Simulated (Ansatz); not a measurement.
Basis-set extrapolation for C6H7Al, SMILES `[AlH2][c]1ccccc1` (PBE0-D4/def2-TZVP geometry, frozen core, Ansatz). Multiplicity 1, RHF reference.

|  | def2-TZVPP | def2-QZVPP |
| --- | --- | --- |
| HF | -473.281816 | -473.298470 |
| MP2 correlation | -1.022104 | -1.087393 |
| CCSD(T) correlation | -1.112725 | not run |

Energies in hartree. Use E(X) = E(∞) + A·exp(−7.88·√X) for Hartree–Fock and E(X) = E(∞) + B·X^(−2.97) for correlation, with X = 3 and 4, and add CCSD(T) minus MP2 of the smaller set to the MP2 limit.

Problem. What is the CCSD(T) energy at the basis-set limit?

Solution. HF limit: -473.298470 + (-0.016654) × 0.13774 = -473.30076. MP2 limit: -1.087393 + (-0.065289) × 0.74074 = -1.13576. Higher-order term: -1.112725 − (-1.022104) = -0.09062. Total: -474.52714 hartree, 348.1 kJ/mol below CCSD(T)/def2-TZVPP.
